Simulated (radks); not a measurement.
Results of a calculation; reference values are marked as such.
Mean orbital radii <r> (bohr) of the ruthenium ion Ru+, [Kr] 4d7, at several levels of relativity; Dirac values are averaged over j with weights 2j + 1. Spin-unpolarised spherical Kohn-Sham, PBE, point nucleus unless stated (finite: rms radius 4.4809 fm), a radial shooting solver on a logarithmic mesh with Libxc functionals. A level marked "c x" has the speed of light scaled by that factor and shares open shells by 2j + 1; other Dirac levels either fill j = l - 1/2 first or share by 2j + 1.

shell       non-rel.  scalar-rel.  scalar-rel., finite nucleus  Dirac, c x 10  change of magnitude, last against first (%)
1s           0.03463      0.03344                      0.03344        0.03462                                        -0.03
2s            0.1509       0.1457                       0.1457         0.1508                                        -0.04
2p            0.1291       0.1270                       0.1270         0.1291                                        -0.02
3s            0.4148       0.4027                       0.4027         0.4147                                        -0.03
3p            0.4083       0.4030                       0.4030         0.4083                                        -0.01
3d            0.3836       0.3841                       0.3841         0.3836                                        0.00
4s             1.049        1.020                        1.020          1.049                                        -0.03
4p             1.142        1.129                        1.129          1.142                                        -0.01
4d             1.625        1.642                        1.642          1.625                                        +0.01
5s (empty)     3.167        3.060                        3.060          3.166                                        -0.03
5p (empty)     4.008        3.951                        3.951          4.008                                        -0.01
